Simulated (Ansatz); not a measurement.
Geometry optimisation, RKS PBE0-D4/def2-SVP in Ansatz.

Input:

```yaml
crystal:
  periodic: [false, false, false]
  atoms:
    - { symbol: C, position_ang: [-1.527, -1.368, -0.672] }
    - { symbol: C, position_ang: [-0.3666, -1.1203, 0.1557] }
    - { symbol: C, position_ang: [0.9098, -0.8239, -0.5128] }
    - { symbol: Si, position_ang: [0.2541, 0.5543, 0.5946] }
    - { symbol: C, position_ang: [-0.1198, 2.0276, -0.4032] }
    - { symbol: "N", position_ang: [1.2115, 0.6913, 1.9173] }
    - { symbol: H, position_ang: [-2.4588, -1.1796, -0.0865] }
    - { symbol: H, position_ang: [-1.5506, -2.3308, -1.0774] }
    - { symbol: H, position_ang: [-1.6165, -0.6296, -1.5028] }
    - { symbol: H, position_ang: [-0.3533, -1.8408, 0.9875] }
    - { symbol: H, position_ang: [1.8319, -1.2677, -0.0744] }
    - { symbol: H, position_ang: [0.9884, -0.5507, -1.5295] }
    - { symbol: H, position_ang: [-0.9463, 1.9043, -1.1579] }
    - { symbol: H, position_ang: [0.7527, 2.3761, -0.8971] }
    - { symbol: H, position_ang: [-0.4521, 2.8576, 0.2414] }
    - { symbol: H, position_ang: [1.2458, -0.1684, 2.4502] }
    - { symbol: H, position_ang: [2.1778, 0.8683, 1.607] }
basis:
  gaussian: { orbitals: def2-SVP }
hamiltonian:
  xc: pbe0
  dispersion: d4
relax:
  f_tol: 0.015
  max_steps: 40
```

Run as:

```bash
$ ansatz run input.yaml --threads 2 --pin off --max-ram 3072MiB --backend cpu --events-out ev --progress --plain --runs-dir out
```

Task: Where does it end, and by what steps?

Result: It converged. After 12 steps the energy has fallen by 1.059 eV; H17 moved furthest, 0.59 Å.

| step | energy less start (eV) | largest force component (eV/Å) | accepted |
| --- | --- | --- | --- |
| 0 | 0.0000 | 2.866 | yes |
| 1 | -0.7471 | 1.633 | yes |
| 2 | -0.9939 | 0.468 | yes |
| 3 | -1.0064 | 0.813 | yes |
| 4 | -1.0417 | 0.399 | yes |
| 5 | -1.0504 | 0.161 | yes |
| 6 | -1.0507 | 0.169 | yes |
| 7 | -1.0570 | 0.082 | yes |
| 8 | -1.0576 | 0.124 | yes |
| 9 | -1.0587 | 0.036 | yes |
| 10 | -1.0584 | 0.061 | no |
| 11 | -1.0589 | 0.025 | yes |
| 12 | -1.0590 | 0.012 | yes |

```xyz
17
Properties=species:S:1:pos:R:3
C -1.627 -1.297 -0.632
C -0.341 -1.129 0.142
C 0.987 -0.954 -0.666
Si 0.526 0.484 0.415
C -0.073 2.052 -0.399
N 1.241 0.782 1.962
H -2.509 -1.218 0.023
H -1.670 -2.277 -1.139
H -1.736 -0.528 -1.415
H -0.239 -1.861 0.956
H 1.806 -1.632 -0.398
H 0.861 -0.880 -1.754
H -0.574 1.822 -1.351
H 0.765 2.732 -0.618
H -0.781 2.585 0.254
H 1.231 0.030 2.642
H 2.117 1.290 2.016
```

Run time: 42 s on 2 threads of Intel(R) Xeon(R) 6975P-C (Granite Rapids), with other jobs on the host, peak memory 0.44 GiB.
